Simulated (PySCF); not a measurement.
Vertical excitations of a molecule C₂H₇AlFN from PySCF with TDA-PBE/def2-SVPD, as energy in eV (oscillator strength): 4.60 (0.020), 4.88 (0.159), 5.37 (0.008), 5.93 (0.020), 6.29 (0.017), 6.69 (0.012), 6.78 (0.018), 7.05 (0.004), 7.18 (0.062), 7.35 (0.048). Lowest triplet (TDA): 3.85 eV. Geometry: PBE-D3(BJ)/def2-SVP. The values are those of a single conformer.

Problem. Which structure fits?
A. C[NH][Al]([CH3])[F]
B. C[N](C)[AlH][F]
C. C[CH2][Al]([NH2])[F]

Solution. B, C[N](C)[AlH][F]
